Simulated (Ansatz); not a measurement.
The lowest singlet and triplet of GeH2 (SMILES [GeH2]); geometries from B3LYP-D3(BJ)/def2-TZVP, each state relaxed from the structure named, with no frequency check.
Singlet (charge 0, multiplicity 1):
```xyz
3

Ge     0.000     0.066     0.000
H     -1.134    -1.062     0.000
H      1.141    -1.054     0.000
```
Triplet (charge 0, multiplicity 3):
```xyz
3

Ge    -0.0001     0.0458     0.0000
H     -1.3353    -0.7361     0.0000
H      1.3395    -0.7284     0.0000
```

A positive gap puts the triplet lower; no zero-point energy. R- takes a restricted singlet. U- takes an unrestricted singlet (broken symmetry where lower, unprojected). The triplet is unrestricted in single-reference levels.

Correlated levels freeze the cores. Filled d and f shells under p-block atoms count as core.

Codes used: Ansatz (Gaussian orbitals). 

Question: One of these levels gives -21.25 kcal/mol for the gap E(singlet) − E(triplet), adiabatic. Name it.
(A) U-r2SCAN/def2-TZVPP
(B) U-HF/cc-pVDZ (spin-contaminated)
(C) R-SCS-MP2/cc-pVTZ
(D) U-PBE0/def2-TZVPP

Answer: D, U-PBE0/def2-TZVPP. The others give -9.80 (U-HF/cc-pVDZ (spin-contaminated)), -18.03 (U-r2SCAN/def2-TZVPP), -23.68 (R-SCS-MP2/cc-pVTZ)

Doubts at one or more of the structures used: a restricted determinant that unrestricted orbitals would lower (R-SCS-MP2/cc-pVTZ).

Ansatz is a quantum-chemistry and plane-wave program.
